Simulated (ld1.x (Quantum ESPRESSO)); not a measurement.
Configuration tests for Ni (RRKJ)

```json
{
  "Element": "nickel",
  "Generator": "ld1.x (Quantum ESPRESSO) 7.5",
  "Type": "norm-conserving RRKJ (Kleinman–Bylander form)",
  "Functional": "PBE",
  "Relativity": "scalar-relativistic",
  "Frozen core": "[Ne]",
  "Valence charge": "18",
  "Reference configuration": "3s2 3p6 3d8 4s2 4p0",
  "Partial waves": "3s (bound): rc 0.95 bohr; 3p (bound): rc 0.65 bohr; 3d (bound): rc 1.20 bohr; 4f channel at -0.15 Ry: rc 1.05 bohr",
  "Local potential": "the f channel",
  "Core correction": "none",
  "rho0": "0.001"
}
```

Occupied shells without a wave of their own: 4s. They enter only through the test configuration that unscreens the potential.

Energies are relative to the spin-unpolarised reference configuration 3s2 3p6 3d8 4s2 4p0; without spin polarisation the order of configurations can differ from experiment. Not all tests gave a result: 2 of 7 tests not solved or not reliable. Left out of the table: 3s2 3p6 3d8 4s0 4p0 (pseudo-atom not self-consistent, printed error -303 meV); 3s2 3p6 3d8 4s0 4p2 (pseudo-atom not self-consistent, printed error -188 meV). The frozen-core shift is the all-electron ΔE with the core orbitals held at their reference shape minus the fully relaxed ΔE.

```json
{"valence configuration": "3s2 3p6 3d8 4s1 4p0", "charge": "+1", "ΔE all-electron (eV)": "9.322", "error AE − PS (meV)": "-119", "frozen-core shift (meV)": "+1.1"}
{"valence configuration": "3s2 3p6 3d7 4s0 4p0", "charge": "+3", "ΔE all-electron (eV)": "64.140", "error AE − PS (meV)": "-476", "frozen-core shift (meV)": "-0.5"}
{"valence configuration": "3s2 3p6 3d8 4s0 4p1", "charge": "+1", "ΔE all-electron (eV)": "15.007", "error AE − PS (meV)": "-230", "frozen-core shift (meV)": "n/a"}
{"valence configuration": "3s2 3p6 3d8.5 4s1.5 4p0", "charge": "0", "ΔE all-electron (eV)": "-1.183", "error AE − PS (meV)": "-37", "frozen-core shift (meV)": "+1.8"}
```

Task: What are ΔE and the potential's error for 3s2 3p6 3d6 4s0 4p0?

Result: ΔE = 121.697 eV all-electron; the error (AE − PS) is -599 meV.

Levels in the configuration 3s2 3p6 3d8 4s1 4p0:

| level | all-electron (eV) | pseudo (eV) |
| --- | --- | --- |
| 3s | -120.168 | -120.233 |
| 3p | -80.511 | -80.574 |
| 3d | -17.924 | -17.995 |
| 4s | -13.184 | -13.332 |

ld1.x printed “convergence not achieved” for 5 of the counted tests; their residual had stalled under 1e-8, short of the target of 1e-14. The 4s level has no wave, so the channel is fitted at the deeper level alone: the likely source of the large errors. A variational frozen-core shift is positive and of second order in the change. This column holds negative values, so the frozen-core run of ld1.x carries numerical noise or an error of first order here, and the column gives no more than the rough size of the effect.
